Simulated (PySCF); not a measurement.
# `F[C@@H]1C[SiH2]O[Si@H]1CCl`, C$_{3}$H$_{8}$ClFOSi$_{2}$

Molfile (atoms numbered from 1):
```
C3H8ClFOSi2
     RDKit          3D

 16 16  0  0  0  0  0  0  0  0999 V2000
   -1.7251   -0.7505   -1.6102 F   0  0  0  0  0  0  0  0  0  0  0  0
   -0.8016   -0.9005   -0.5719 C   0  0  2  0  0  0  0  0  0  0  0  0
   -1.4486   -0.4230    0.7315 C   0  0  0  0  0  0  0  0  0  0  0  0
   -1.1122    1.4518    0.9029 Si  0  0  0  0  0  4  0  0  0  0  0  0
    0.2326    1.5343   -0.0602 O   0  0  0  0  0  0  0  0  0  0  0  0
    0.6786    0.2676   -0.9767 Si  0  0  1  0  0  4  0  0  0  0  0  0
    2.3426   -0.4205   -0.3473 C   0  0  0  0  0  0  0  0  0  0  0  0
    2.1217   -1.1155    1.2783 Cl  0  0  0  0  0  0  0  0  0  0  0  0
   -0.5939   -1.9751   -0.5454 H   0  0  0  0  0  0  0  0  0  0  0  0
   -2.5039   -0.6943    0.7274 H   0  0  0  0  0  0  0  0  0  0  0  0
   -0.9839   -0.9610    1.5587 H   0  0  0  0  0  0  0  0  0  0  0  0
   -2.1165    2.3022    0.2780 H   0  0  0  0  0  0  0  0  0  0  0  0
   -0.6608    1.8599    2.2254 H   0  0  0  0  0  0  0  0  0  0  0  0
    0.7301    0.6885   -2.3690 H   0  0  0  0  0  0  0  0  0  0  0  0
    3.0956    0.3573   -0.2556 H   0  0  0  0  0  0  0  0  0  0  0  0
    2.7378   -1.2122   -0.9773 H   0  0  0  0  0  0  0  0  0  0  0  0
  1  2  1  0
  2  3  1  0
  3  4  1  0
  4  5  1  0
  5  6  1  0
  6  7  1  0
  7  8  1  0
  6  2  1  0
  2  9  1  1
  3 10  1  0
  3 11  1  0
  4 12  1  0
  4 13  1  0
  6 14  1  6
  7 15  1  0
  7 16  1  0
M  END
```

Computed, not measured: PySCF, TDDFT CAM-B3LYP/def2-SVPD circular dichroism and optical rotation, one conformer, gas phase. Geometry: GFN2-xTB.

The molecule is flexible and this is one conformer; a measurement averages over conformers.

(1) Draw the ECD and absorption spectra from the lowest 8 states, each a Gaussian of half-width 0.3 eV at 1/e height.

## Answers

(1) 
```
E (eV)  λ (nm)  Δε (L mol⁻¹ cm⁻¹)  ε (L mol⁻¹ cm⁻¹)
  6.26     198              +0.15              79.1
  6.36     195              +0.40               215
  6.46     192              +0.86               468
  6.56     189              +1.49               818
  6.66     186              +2.04              1150
  6.76     183              +2.08              1310
  6.86     181              +1.15              1240
  6.96     178              -1.23              1080
  7.06     176              -5.53              1020
  7.16     173             -11.71              1190
  7.26     171             -18.47              1550
  7.36     168             -23.15              1920
  7.46     166             -23.12              2130
  7.56     164             -17.54              2100
  7.66     162              -7.88              1850
  7.76     160              +3.05              1480
```
Δε uses R in velocity form, ε uses f in length form. Only the states computed contribute, so the short-wavelength end is incomplete.
